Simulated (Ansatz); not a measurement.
Start from `F[Si](S)(S)S` and change one element to get `[F][Sn]([SH])([SH])[SH]`.

Ansatz, PBE0-D4/def2-TZVP geometries, multiplicity 1. Each molecule was computed in one conformer, which needn't be the lowest.

Elements past krypton have def2 core potentials.

```csv
property,`F[Si](S)(S)S`
HOMO–LUMO gap (PBE/def2-TZVPP) / eV,5.76
HOMO energy (PBE0/def2-TZVPP) / eV,-8.02
LUMO energy (ωB97M-V/def2-TZVPP) / eV,1.83
LUMO energy (PBE0/def2-TZVPP) / eV,-0.04
HOMO energy (B3LYP/def2-TZVPP) / eV,-7.75
HOMO energy (ωB97M-V/def2-TZVPP) / eV,-10.20
```

(1) What does the change do to each property? (Best estimate.)

Results:

(1) The calculation gave: 
| property | `[F][Sn]([SH])([SH])[SH]` | shift |
| --- | --- | --- |
| HOMO–LUMO gap (PBE/def2-TZVPP) / eV | 3.63 | -2.13 |
| HOMO energy (PBE0/def2-TZVPP) / eV | -7.95 | 0.07 |
| LUMO energy (ωB97M-V/def2-TZVPP) / eV | -0.22 | -2.05 |
| LUMO energy (PBE0/def2-TZVPP) / eV | -2.19 | -2.15 |
| HOMO energy (B3LYP/def2-TZVPP) / eV | -7.68 | 0.07 |
| HOMO energy (ωB97M-V/def2-TZVPP) / eV | -10.10 | 0.10 |

With PBE0 the HOMO rises by 0.07 eV and the LUMO falls by 2.15 eV, so the gap narrows by about 2.22 eV. PBE moves the HOMO by 0.07 eV and ωB97M-V by 0.10 eV.

B3LYP here is the variant with VWN-RPA as its local correlation; programs differ in this.
